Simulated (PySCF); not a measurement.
**Selenium: a sound run and one with changed settings**

Sound run: Se²⁺ [Ar] 3d10 4s2 4p2, Se³⁺ [Ar] 3d10 4s2 4p1. Computed with PySCF 2.14 in 6-31G* (5s4p3d, 32 functions), with no relativity, point nucleus. In the sound run the correlated levels freeze [Ar] 3d10. The sound run starts from symmetry-adapted Hartree-Fock orbitals and uses a fine grid where one is needed.

Changed run: a valence shell is frozen. This setting is unsound on purpose.

| species | method | sound run (hartree) | changed run (hartree) | converged |
| --- | --- | --- | --- | --- |
| Se²⁺ | MP2 | -2398.48662 | -2398.44720 | yes |
| Se²⁺ | CCSD(T) | -2398.50440 | -2398.44904 | yes |

Ionisation energy of Se²⁺:

```csv
method,sound run (eV),changed run (eV)
UHF,31.109,31.109
MP2,31.364,31.232
SCS-MP2,31.303,31.150
CCSD,31.399,31.282
CCSD(T),31.404,31.282
CCSDT,n/a,31.282
FCI,n/a,31.282
```

Freezing a valence shell removes pair correlation that changes on ionisation.

For comparison, NIST gives 31.697 ± 0.019 eV between the lowest levels.
